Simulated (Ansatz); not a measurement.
Computed with Ansatz on PBE0-D4/def2-TZVP structures; ΔE is electronic, products minus reactants. CCSD(T)/CBS is the MP2 limit (def2-TZVPP, def2-QZVPP) plus CCSD(T) − MP2 in def2-TZVPP, frozen cores. This one scheme is used for every species. Functionals use def2-TZVPP. For Ge outer-core shells are correlated without core-valence functions, which leaves a few kJ/mol of doubt a bond. Scalar relativity is left out up to krypton. Each species was taken in one conformer, which may not be the lowest.

Reaction (ligand exchange at a Ge–O bond): `[SiH3][O][Ge][Cl]` + NH₃ → `[NH2][Ge][Cl]` + `O[SiH3]`

`[SiH3][O][Ge][Cl]`:

```xyz
7

Si    0.149   -0.532   -0.741
O     0.931    0.586    0.196
Ge    0.600    1.586    1.616
Cl   -1.480    0.958    2.020
H     1.096   -0.953   -1.803
H    -0.239   -1.710    0.074
H    -1.059    0.066   -1.362
```

NH₃:

Z-matrix (Å, degrees):
```
N
H 1 1.013
H 1 1.013 2 107.1
H 1 1.013 2 107.1 3 -114.5
```

`[NH2][Ge][Cl]`:

Z-matrix (Å, degrees):
```
N
Ge 1 1.811
H 1 1.008 2 122.4
H 1 1.009 2 124.3 3 -180.0
Cl 2 2.209 1 95.7 3 -179.9
```

`O[SiH3]`:

Cartesian coordinates in Å:
```
O -0.175 -1.265 -0.104
Si -0.110 0.379 -0.023
H 0.611 -1.756 0.138
H 0.180 0.850 1.360
H -1.444 0.859 -0.448
H 0.938 0.933 -0.923
```

| level | ΔE (kcal/mol) |
| --- | --- |
| BHLYP | 7.4 |
| MP2/def2-QZVPP | 7.9 |

Task: What does CCSD(T)/CBS give? (An estimate is asked.)

Result: The calculation gave: +7.9 kcal/mol. The listed levels differ from it by -0.5, 0.0 kcal/mol.

Task: What do rigid-rotor, harmonic-oscillator terms from PBE0-D4/def2-TZVP frequencies (298.15 K, 1 bar) make of the CCSD(T)/CBS value? (Estimate.)

Result: Ansatz gave: ΔZPE = +0.1 kcal/mol, ΔH = +7.4 kcal/mol, ΔS = 10 J/(mol·K), ΔG = +6.7 kcal/mol.

Largest T1 diagnostic among the species: 0.014.

At CCSD(T), def2-SVP lies +1.0 kcal/mol from the extrapolated value and def2-TZVPP +0.0 kcal/mol. The D4 term adds +1.6 kcal/mol with B3LYP and +0.9 kcal/mol with PBE0; it sums over pairs of atoms, weighted by their polarisabilities, and B3LYP, whose exchange is more repulsive, gets the larger term. Leaving LDA and LC-ωPBE aside and taking each functional with its dispersion term where it has one, the values, not all of them listed here, spread over 2.3 kcal/mol, from PBE-QIDH to BLYP-D4. LDA lies −0.9 kcal/mol from PBE without D4.

B3LYP here is the variant with VWN-RPA as its local correlation; programs differ in this.
